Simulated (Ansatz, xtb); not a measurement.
System: C2H2O, net charge 0, singlet state. 
Coordinates optimised at B3LYP-D3(BJ)/def2-TZVP (Ansatz, a quantum-chemistry and plane-wave program):
```xyz
5

C      1.3080    -0.1153    -0.1364
C      0.1216    -0.0059    -0.0156
O     -1.1689     0.1846     0.0722
H      2.3584    -0.2191    -0.2392
H     -1.5848    -0.5301     0.5735
```
Charge 0, spin multiplicity 1.

Harmonic wavenumbers from GFN2-xTB (xtb, at its own minimum), cm⁻¹: 270, 298, 592, 634, 1086, 1154, 2352, 3434, 3503.

Problem. Give the harmonic wavenumbers at B3LYP-D3(BJ)/def2-TZVP (Ansatz, finite differences of forces, unscaled).

Solution. 397, 439, 540, 641, 1085, 1248, 2280, 3488, 3748 cm⁻¹. Zero-point energy 19.8 kcal/mol.

Problem. From these and the geometry, give the ideal-gas thermochemistry at 298.15 K and 1 atm (rigid rotor, harmonic oscillator).

Solution. Point group Cs, rotational symmetry number 1. Rotational constants 678.2, 9.778, 9.639 GHz. S(trans) 37.13, S(rot) 19.16, S(vib) 2.85, S(elec, spin only) 0.00, S 59.1 cal/(mol K). H(298) - H(0) 2.97 kcal/mol; G - E(el) 5.2 kcal/mol.
